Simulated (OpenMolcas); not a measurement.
## Lines of Cu⁶⁺: computed and rescaled rates

```json
{"Program": "OpenMolcas", "Method": "MS-RASPT2, IPEA 0.25 Eh, imaginary shift 0.1 Eh (closed shells correlated: 3s)", "Basis": "ANO-RCC-VTZP [6s5p3d2f1g]", "Scalar Hamiltonian": "DKH2, point nucleus", "Active space": "11 electrons in 8 orbitals (RAS1 3p, at most 2 holes; RAS2 3d)", "State averaging": "2S+1 = 6 even, 1 root; 2S+1 = 4 even, 24 roots; 2S+1 = 2 even, 53 roots", "Spin-orbit coupling": "state interaction with AMFI integrals over the reference wave functions, term energies averaged over their components"}
```

Rates come from the transition moments of the reference wave functions (E1 and E2 in the length form). At fixed line strength A goes as λ^-3 for E1 and M1 and as λ^-5 for E2, so a rate at the computed wavelength can be rescaled to the measured one. Measured vacuum wavelengths follow from level energies in the list in Gamrath, thesis, University of Mons (2023). Branching counts decays inside the model space alone, at computed energies, and the table is only a selection of the M1 lines, drawn from those between levels with measured partners whose computed energy lies within a factor of 1.5 of the measured one.

| Upper | Lower | Type | λ computed (nm) | λ measured (nm) | A computed (s-1) | A rescaled (s-1) | Branching % |
| --- | --- | --- | --- | --- | --- | --- | --- |
| 3d5 4P 5/2 | 3d5 6S 5/2 | M1 | 191 | 197.1 | 1.28e+01 |  | 99.9 |
| 3d5 4P 3/2 | 3d5 6S 5/2 | M1 | 190 | 195.8 | 8.51e+00 |  | 100.0 |
| 3d5 2D 3/2 | 3d5 4P 3/2 | M1 | 454.5 | 472.6 | 2.43e+00 |  | 57.9 |
| 3d5 2H 11/2 | 3d5 2I 11/2 | M1 | 680.3 | 704.4 | 1.87e+00 |  | 19.6 |
| 3d5 4D 5/2 | 3d5 6S 5/2 | M1 | 172 | 177.2 | 1.66e+00 |  | 83.8 |
| 3d5 4F 3/2 | 3d5 4D 3/2 | M1 | 481.3 | 488.8 | 1.64e+00 |  | 31.8 |
| 3d5 4F 7/2 | 3d5 4D 7/2 | M1 | 480 | 485.3 | 1.50e+00 |  | 26.2 |
| 3d5 4F 9/2 | 3d5 4D 7/2 | M1 | 488.2 | 495.3 | 1.23e+00 |  | 31.7 |
| 3d5 2F 7/2(2) | 3d5 4F 9/2 | M1 | 766.3 | 809.8 | 1.08e+00 |  | 46.3 |
| 3d5 4F 3/2 | 3d5 4D 1/2 | M1 | 474.1 | 483.7 | 9.61e-01 |  | 18.7 |
| 3d5 4D 3/2 | 3d5 6S 5/2 | M1 | 172.2 | 177.2 | 8.95e-01 |  | 58.8 |
| 3d5 2F 7/2(2) | 3d5 4F 5/2 | M1 | 771.7 | 815.6 | 7.42e-01 |  | 31.8 |
| 3d5 2D 3/2 | 3d5 4P 5/2 | M1 | 448.4 | 465.2 | 6.62e-01 |  | 15.8 |
| 3d5 2D 3/2 | 3d5 4P 1/2 | M1 | 461.8 | 480.3 | 6.22e-01 |  | 14.8 |
| 3d5 2H 9/2 [75 %] | 3d5 2I 11/2 | M1 | 743.2 | 771.6 | 5.87e-01 |  | 13.9 |
| 3d5 4D 1/2 | 3d5 4P 1/2 | M1 | 2094 | 2082 | 5.76e-01 |  | 63.7 |
| 3d5 4F 5/2 | 3d5 4D 5/2 | M1 | 504.2 | 510.4 | 4.22e-01 |  | 12.3 |
| 3d5 4D 3/2 | 3d5 4P 3/2 | M1 | 1838 | 1865 | 4.20e-01 |  | 27.6 |
| 3d5 2G 9/2 [72 %] | 3d5 4F 9/2 | M1 | 1190 | 1253 | 4.10e-01 |  | 18.2 |
| 3d5 2G 9/2 [72 %] | 3d5 2I 11/2 | M1 | 592.7 | 619.1 | 3.85e-01 |  | 17.1 |
| 3d5 2G 7/2 | 3d5 2F 7/2(1) | M1 | 1184 | 1199 | 3.84e-01 |  | 43.5 |
| 3d5 4D 7/2 | 3d5 4P 5/2 | M1 | 1974 | 1996 | 3.56e-01 |  | 85.2 |
| 3d5 4D 1/2 | 3d5 4P 3/2 | M1 | 1951 | 1944 | 3.27e-01 |  | 36.2 |
| 3d5 2G 7/2 | 3d5 4F 5/2 | M1 | 1378 | 1487 | 2.19e-01 |  | 24.8 |
| 3d5 4P 1/2 | 3d5 4P 3/2 | M1 | 28550 | 29410 | 1.98e-03 | 1.81e-03 | 99.7 |

Spin-changing lines and M1 lines between different terms are not rescaled, since their strength hangs on the term gaps too.

The largest correction is for 3d5 4P 1/2 → 3d5 4P 3/2 (M1): 1.98e-03 × (28550 / 29410)^3 = 1.81e-03 s-1, a factor of 0.91.

The computed order of these levels differs from the measured one in 1 place, and where term gaps are wrong the rates of spin-changing lines can be off by large factors.

These are rates of the free ion; in crystals, glasses and complexes forced electric-dipole and non-radiative decay shorten such lifetimes by orders of magnitude. No measured rate stands beside these. Rescaling mends the energy factor alone: line strengths can still be far off where a level mixes with configurations outside the active space, and weak or spin-changing lines hang on small mixing coefficients that depend on the term gaps too, so rescaling need not improve them.

CASPT2 breaks the degeneracy within a term, and the mean is taken; among the terms shown or strongly mixed into the levels shown the widest spread is 660 cm-1 (3d5 2I). Some levels mix across a computed gap that differs much from the measured one, so their mixing is not that of the real levels. Active for correlation alone: 3p; no level in the range computed is led by a configuration that opens it, so any true level of that kind is missing. Measured partners are found by configuration, term and J. A level has none where our copy of the source lacks it or the pairing is in doubt (some pairs that miss far off the trend of their configuration count as doubtful). Only configurations of the active space appear.

A share in square brackets marks a mixed level and gives the weight of the term that names it. A number in round brackets counts repeated terms of one configuration in the order of the reference energies.
